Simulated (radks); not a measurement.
I II, 52 electrons, occupied as [Kr] 4d10 5s1 5p(1/2: 2, 3/2: 3) (not the ground configuration).

Method: Dirac Kohn-Sham, relativistic LDA (MacDonald-Vosko exchange, VWN5 correlation), spin-unpolarised, spherical densities, finite nucleus; Fermi nuclear charge, rms radius 4.75 fm; computed with a radial shooting solver on a logarithmic mesh with Libxc functionals.

Energy parts (eV):
total: -193255.837
kinetic: 204226.636
electron-nucleus: -469033.487
Hartree: 76040.384
exchange-correlation: -4489.370

Orbitals (lengths in bohr, moments of r in powers of bohr; <r^-3> diverges for s and p1/2; r(max) is where P^2 peaks; r(90%) holds 90 % of the orbital's charge):
orbital,occ.,eigenvalue (eV),<r>,<r^-3>,r(max),r(90%)
1s1/2,2,-32774.33,0.02733,-,0.01761,0.0491
2s1/2,2,-5078.444,0.1171,-,0.09960,0.182
2p1/2,2,-4772.247,0.09869,-,0.07629,0.162
2p3/2,4,-4476.402,0.1044,5196,0.08108,0.169
3s1/2,2,-1033.794,0.3149,-,0.2868,0.463
3p1/2,2,-906.0104,0.3048,-,0.2728,0.458
3p3/2,4,-850.3124,0.3163,999.4,0.2835,0.475
3d3/2,4,-623.1623,0.2868,160.4,0.2299,0.451
3d5/2,6,-611.3896,0.2905,148.4,0.2330,0.456
4s1/2,2,-190.2746,0.7411,-,0.6816,1.07
4p1/2,2,-145.4881,0.7732,-,0.6989,1.13
4p3/2,4,-134.5165,0.8018,197.0,0.7235,1.17
4d3/2,4,-62.1296,0.9134,24.06,0.7732,1.39
4d5/2,6,-60.4025,0.9248,22.03,0.7819,1.41
5s1/2,1,-27.1310,1.906,-,1.679,2.77
5p1/2,2,-16.8929,2.230,-,1.906,3.30
5p3/2,3,-15.6868,2.325,21.48,1.986,3.44

The highest occupied level is 5p3/2 at -15.687 eV. Summed over all electrons, <r^2> = 51.36 bohr^2, which gives a Langevin (diamagnetic) susceptibility term of -40.7 x 10^-6 cm^3/mol. The electron density at the nucleus is 2.46e+05 e/bohr^3.
